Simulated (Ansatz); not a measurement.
Reaction (formal loss of a carbene): `C[SiH](F)CF` → `C[SiH](F)F` + `[CH2]` (triplet)

Program: Ansatz. Geometries: PBE0-D4/def2-TZVP. ΔE: electronic, gas phase. CCSD(T)/CBS is the MP2 limit (def2-TZVPP, def2-QZVPP) plus CCSD(T) − MP2 in def2-TZVPP, frozen cores. This one scheme is used for every species. DFT in def2-TZVPP. B3LYP here is the variant with VWN-RPA as its local correlation; programs differ in this. Triplets are unrestricted, without spin–orbit coupling. One conformer a species, not always the lowest.

| level | ΔE (kJ/mol) | difference from CCSD(T)/CBS |
| --- | --- | --- |
| PBE-D4 | 231.2 | 26.4 |
| r2SCAN-D4 | 188.9 | -15.9 |
| PBE0-D4 | 215.1 | 10.3 |
| B3LYP-D4 | 209.2 | 4.4 |
| ωB97X-V | 227.5 | 22.7 |
| ωB97M-V | 216.0 | 11.2 |
| B2PLYP | 199.1 | -5.7 |
| PBE | 225.3 | 20.5 |
| r2SCAN | 187.2 | -17.6 |
| PBE0 | 210.0 | 5.2 |
| B3LYP | 199.9 | -4.9 |
| HF/def2-TZVPP | 58.5 | -146.3 |
| MP2/def2-TZVPP | 197.9 | -6.9 |
| SCS-MP2/def2-TZVPP | 204.0 | -0.8 |
| CCSD/def2-TZVPP | 183.6 | -21.2 |
| CCSD(T)/def2-TZVPP | 195.6 | -9.2 |
| HF/def2-QZVPP | 56.3 | -148.5 |
| MP2/def2-QZVPP | 202.4 | -2.4 |
| SCS-MP2/def2-QZVPP | 209.7 | 4.9 |
| HF/CBS(def2) | 56.0 | -148.8 |
| MP2/CBS(def2) | 207.1 | 2.3 |
| CCSD/CBS(def2) | 192.8 | -12.0 |
| CCSD(T)/CBS | 204.8 | 0 |

Largest T1 diagnostic among the species: 0.011.

From PBE to PBE0 (25 % exact exchange), in def2-TZVPP and without D4, ΔE moves by −15.4 kJ/mol. The D4 term adds +9.3 kJ/mol with B3LYP and +5.1 kJ/mol with PBE0; it sums over pairs of atoms, weighted by their polarisabilities, and B3LYP, whose exchange is more repulsive, gets the larger term.
